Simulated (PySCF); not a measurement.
Compound: C5H16AlN.
Geometry (PBE0-D3(BJ)/def2-SVP, Å), atoms numbered from 1 in this order:
```
atom  x, y, z in Å
C1     2.910    0.212    0.564
C2     1.607    0.292   -0.215
C3     0.469   -0.349    0.558
N4    -0.870   -0.251   -0.066
C5    -1.853   -0.854    0.845
C6    -0.923   -0.929   -1.367
Al7   -1.459    1.734   -0.330
H8     3.736    0.667   -0.002
H9     3.192   -0.832    0.780
H10    2.834    0.743    1.526
H11    1.359    1.344   -0.429
H12    1.732   -0.201   -1.193
H13    0.690   -1.419    0.739
H14    0.387    0.137    1.544
H15   -1.858   -0.301    1.795
H16   -2.855   -0.790    0.400
H17   -1.603   -1.911    1.044
H18   -0.654   -1.995   -1.267
H19   -1.942   -0.851   -1.770
H20   -0.240   -0.443   -2.075
H21   -3.023    1.486   -0.615
H22   -1.054    2.322    1.113
H23   -0.583    2.209   -1.592
```

Level of theory: PySCF 2.14.0, density-fitted response routines, TDDFT PBE0/def2-SVPD, vertical, gas phase, core orbitals frozen in the response.

Transition dipole moments from the ground state, in atomic units and in the frame of the coordinates above (overall signs are arbitrary), for the states with f of 0.002 or more among the lowest 7:

```json
{"state": "S1", "E (eV)": "6.543", "μx": "0.279", "μy": "0.130", "μz": "-0.080"}
{"state": "S2", "E (eV)": "6.626", "μx": "0.142", "μy": "0.055", "μz": "0.392"}
{"state": "S3", "E (eV)": "6.848", "μx": "0.286", "μy": "0.155", "μz": "-0.194"}
{"state": "S4", "E (eV)": "6.938", "μx": "-0.196", "μy": "-0.090", "μz": "-0.312"}
{"state": "S5", "E (eV)": "7.328", "μx": "0.060", "μy": "0.017", "μz": "-0.182"}
{"state": "S6", "E (eV)": "7.424", "μx": "-0.015", "μy": "0.042", "μz": "-0.235"}
{"state": "S7", "E (eV)": "7.550", "μx": "0.455", "μy": "-0.092", "μz": "-0.148"}
```

(1) What oscillator strength does each state have?

(2) What angle do the transition dipoles of S6 and S7 make?

(3) What peak molar absorption coefficient would the strongest computed level give as a lone Gaussian band 0.5 eV wide at half height?

Results:

(1) f = (2/3) ΔE |μ|² with ΔE in hartree (27.2114 eV).

| state | \|μ\|² (au) | \|μ\| (D) | f |
| --- | --- | --- | --- |
| S1 | 0.101 | 0.81 | 0.016 |
| S2 | 0.177 | 1.07 | 0.029 |
| S3 | 0.144 | 0.96 | 0.024 |
| S4 | 0.144 | 0.96 | 0.024 |
| S5 | 0.037 | 0.49 | 0.007 |
| S6 | 0.057 | 0.61 | 0.010 |
| S7 | 0.238 | 1.24 | 0.044 |

(2) |cos θ| = |μa·μb| / (|μa| |μb|) = 0.21, so θ ≈ 78° (taken between 0 and 90°, since the signs are arbitrary).

(3) ε(max) = 2.175×10⁸ f / FWHM, with the width in cm⁻¹. S7: 2.175×10⁸ × 0.0440 / 4033 ≈ 2400 L mol⁻¹ cm⁻¹.

The vertical ionisation energy (ΔSCF) is 9.39 eV, 1.84 eV above S7.

Hardware: Arm Neoverse V1, one thread (shared host). Cost: 4.3 min, 1.1 GiB resident at most.

One conformer stands for the species.

Without π bonds the low states may be Rydberg-like; a valence basis with one diffuse set may place them up to an eV too high.
